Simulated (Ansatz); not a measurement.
Job for Ansatz (a first-principles code): R-PBE/def2-TZVPP on BrHSi (SMILES [SiH]Br), a point of a bond scan (R = 2.267 Å).

Ansatz 0.2 input:
```yaml
crystal:
  periodic: [false, false, false]
  atoms:
    - {symbol: Si, position_ang: [-0.89669569, -0.76104712, 1.06218335]}
    - {symbol: H, position_ang: [-1.89251546, -1.22928872, 0.00776741]}
    - {symbol: Br, position_ang: [0.41275014, 0.33954138, -0.42509526]}
basis:
  gaussian:
    orbitals: def2-TZVPP
    pivot_positions_ang: [[-0.89669569, -0.76104712, 1.06218335], [-1.89251546, -1.22928872, 0.00776741], [0.41275014, 0.33954138, -0.42509526]]
hamiltonian:
  xc: {name: PBE}
scf: {lower_state_search: off}
output: {orbitals: {seedname: ./end}}
```

The log:

```
WARN ansatz: RAYON_NUM_THREADS=1 ignored (pool sized by the plan → 1); use --threads N
Functional definition: PBE
these checks for a lower state are left out or cut short: stability, starts, cluster_reference, orbital_swaps, neighbouring_geometries, increment
integrals: 0.03 GiB planned
723 factors; their error is unknown
mean field: 0.23 GiB planned
mean field evaluation 1: about -77924.8836 eV, gradient 1.4e1 eV
mean field evaluation 2: about -77925.0917 eV, gradient 1.1e1 eV
mean field evaluation 4: about -77925.4883 eV, gradient 1.5e0 eV
mean field evaluation 8: about -77925.4591 eV, gradient 1.3e-2 eV
mean field evaluation 16: about -77925.4591 eV, gradient 4.0e-6 eV
mean field -77925.45906466 eV, -2863.7078008531 hartree, gradient 3.7e-6 eV, S^2 0.000000; 0 other end points of the search recorded, 0 dependent functions left out
reference -77925.45909388 eV, -2863.7078019269 hartree; 25, 25 occupied and 79, 79 virtual orbitals, 723 factors
Total energy: -77925.45909388 eV, -2863.7078019269 hartree
Checks for a lower state left out: stability, starts, cluster_reference, orbital_swaps, neighbouring_geometries, increment
```

Self-consistency was reached.

Cost: very roughly 1.0 core-seconds.
